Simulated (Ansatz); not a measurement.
Basis-set extrapolation for C2HF2Si, SMILES `[C]#C[SiH](F)F` radical (PBE0-D4/def2-TZVP geometry, frozen core, Ansatz). Multiplicity 2, UHF reference.

|  | def2-TZVPP | def2-QZVPP |
| --- | --- | --- |
| HF | -564.265928 | -564.288109 |
| MP2 correlation | -0.836201 | -0.910931 |
| CCSD(T) correlation | -0.909619 | not run |

Energies in hartree. Use E(X) = E(∞) + A·exp(−7.88·√X) for Hartree–Fock and E(X) = E(∞) + B·X^(−2.97) for correlation, with X = 3 and 4, and add CCSD(T) minus MP2 of the smaller set to the MP2 limit.

Q: What is the CCSD(T) energy at the basis-set limit?

A: HF limit: -564.288109 + (-0.022181) × 0.13774 = -564.29116. MP2 limit: -0.910931 + (-0.074730) × 0.74074 = -0.96629. Higher-order term: -0.909619 − (-0.836201) = -0.07342. Total: -565.33087 hartree, 4.23 eV below CCSD(T)/def2-TZVPP.

The UHF reference is spin-contaminated (⟨S²⟩ = 1.18, T1 = 0.041).
